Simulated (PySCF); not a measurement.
Input for PySCF: R-HF/STO-3G on CH6AlAs (SMILES [CH3][AlH][AsH2]), a point of a torsion scan.

```python
from pyscf import gto, scf, dft, mp
from pyscf.data.elements import chemcore

mol = gto.M(
    atom='''
    C    -1.50618958    0.06667793   -0.19847762
    Al   -0.22204872   -0.22169655    1.29636304
    As    0.08270448   -2.31450892    2.45529395
    H    -2.30845439   -0.68347398   -0.23851130
    H    -1.99501423    1.04661690   -0.13247454
    H    -1.01990295    0.04506580   -1.18241842
    H     0.59490565    1.05701197    1.67006482
    H    -1.43680311   -2.26576658    2.45301554
    H     0.01363196   -2.83653238    1.02911916
    ''',
    basis='sto-3g',
    charge=0, spin=0, verbose=3, max_memory=1800)
mf = scf.RHF(mol)
mf.conv_tol = 1e-8
mf.max_cycle = 100
mf.kernel()
if not mf.converged:
    mf = mf.newton().run(mf.mo_coeff, mf.mo_occ)
```

The log:

```
converged SCF energy = -2489.21473254782
```

The calculation finished and met its thresholds.

Cost: around 0.4 core-seconds (rough).
